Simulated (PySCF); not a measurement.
Non-relativistic, no solvent, averaged over atoms made equivalent by symmetry, fast rotation or ring inversion, one computed conformer. NMR shieldings at PBE0/pcSseg-1/GIAO; geometry: GFN2-xTB; PySCF.

References, each an isolated molecule treated in the same way: ¹H, ¹³C against TMS. Acid and N–H amide carbonyl carbons lie up to 10 ppm further downfield in solution (hydrogen bonding). Shifts are as computed. Against solution values, carbons near 30 ppm lie about +3 ppm off and those near 130 ppm about +5 ppm; carbons on Cl a further +6 ppm. Of 1211 compounds with measured shifts, 218 miss one by over three times the rms of a fit or turn the order of signals round; such compounds aren't used in these exercises. Carbons bonded to Cl come out too deshielded. OH and NH positions are gas-phase values without hydrogen bonding to other molecules.

Q: Order these molecules by the shift of their most deshielded carbon-bound hydrogen, lowest δ first.
A. N#C[C@H]1C[Si@H](C(=O)O)C1
B. C=C[C@@H](C=O)O[SiH2]C#N
C. F/C=P\c1ccc(Cl)cc1

A: A (3.24 ppm, hydrogen on an sp3 CH α to a nitrile), C (8.54 ppm, hydrogen on a carbon double-bonded to a heavier main-group atom), B (9.77 ppm, hydrogen on an aldehyde carbonyl carbon).

Q: Order these molecules by the shift of their most shielded carbon, lowest δ first.
A. C[C@@H](Cl)[SiH2]C#C[SiH3]
B. N#C[C@H]1C[Si@H](C(=O)O)C1
C. F/C=P\c1ccc(Cl)cc1
D. C=C[C@@H](C=O)O[SiH2]C#N

A: B (20.1 ppm, sp3 CH2 bonded to Si), A (24.2 ppm, methyl carbon), D (83.5 ppm, sp3 CH bonded to O, α to a carbonyl), C (134.7 ppm, aromatic CH).

Q: How many ¹³C and ¹H signals does each give (equivalence by symmetry and fast rotation, but not about amide C–N or C=N bonds)? `C=C[C@@H](C=O)O[SiH2]C#N`, `F/C=P\c1ccc(Cl)cc1`, `N#C[C@H]1C[Si@H](C(=O)O)C1`, `C[C@@H](Cl)[SiH2]C#C[SiH3]`

A: C=C[C@@H](C=O)O[SiH2]C#N: 5 C, 7 H; F/C=P\c1ccc(Cl)cc1: 5 C, 3 H; N#C[C@H]1C[Si@H](C(=O)O)C1: 4 C, 5 H; C[C@@H](Cl)[SiH2]C#C[SiH3]: 4 C, 5 H.
